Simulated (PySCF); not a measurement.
# Spin-rotation constants: SMILES FC[C@H]1CC2(CC2)N1, C₆H₁₀FN

Geometry:
```tsv
atom	x (Å)	y (Å)	z (Å)
F1	-3.118	0.766	0.710
C2	-2.067	-0.079	0.964
C3	-1.309	-0.393	-0.320
C4	-0.416	0.757	-0.821
C5	0.751	-0.083	-0.330
C6	2.151	-0.156	-0.836
C7	1.870	0.355	0.557
N8	-0.118	-1.226	-0.127
H9	-2.490	-0.990	1.403
H10	-1.421	0.425	1.693
H11	-1.999	-0.818	-1.056
H12	-0.439	0.898	-1.899
H13	-0.563	1.712	-0.321
H14	2.600	-1.131	-0.935
H15	2.463	0.554	-1.586
H16	1.992	1.411	0.746
H17	2.142	-0.275	1.392
H18	-0.038	-1.721	0.755
```

Method: GIAO PBE/pcSseg-1 magnetisability, rotational g tensor and spin-rotation constants, non-relativistic, gas phase (PySCF 2.14.0). Geometry: GFN2-xTB.

Problem. Give the nuclear spin-rotation constants along the inertial axes (H = +C I·J) beside the isotropic shieldings.

Solution. Rotational constants 5.2546, 1.1449, 1.1250 GHz. A star marks the isotopologue with that one atom substituted, in its own axes.
```csv
atom,isotope,Caa (kHz),Cbb (kHz),Ccc (kHz),mean (kHz),σ (ppm)
F1,19F,1.728,0.577,0.232,0.846,411.6
N8,14N,0.249,0.057,0.066,0.124,208.4
H9,1H,-0.406,0.023,-0.088,-0.157,26.8
H10,1H,-0.428,-0.064,0.000,-0.164,26.9
H11,1H,-0.412,-0.077,0.004,-0.162,27.5
H12,1H,-0.554,-0.126,0.052,-0.210,28.9
H13,1H,-0.505,0.017,-0.115,-0.201,29.5
H14,1H,-0.331,-0.030,-0.140,-0.167,31.2
H15,1H,-0.450,-0.082,-0.064,-0.199,31.3
H16,1H,-0.603,0.011,-0.124,-0.238,31.2
H17,1H,-0.602,-0.105,-0.012,-0.240,31.3
H18,1H,-0.700,-0.114,-0.005,-0.273,31.4
C2,13C*,1.214,0.312,0.310,0.612,89.8
C3,13C*,1.155,0.232,0.227,0.538,125.0
C4,13C*,0.777,0.225,0.204,0.402,147.0
C5,13C*,1.390,0.119,0.233,0.581,135.6
C6,13C*,0.864,0.111,0.188,0.388,167.8
C7,13C*,0.744,0.137,0.203,0.361,164.6
```
For the geometry as given, no vibrational averaging.

Problem. How do the rotational constants and the g tensor change when H9, H10, H11, H12, H13, H14, H15, H16, H17, H18 are replaced by deuterium?

Solution. Constants 4.0624, 1.0230, 1.0100 GHz; g -0.0116, -0.0033, -0.0112, against -0.0148, -0.0042, -0.0119 before.
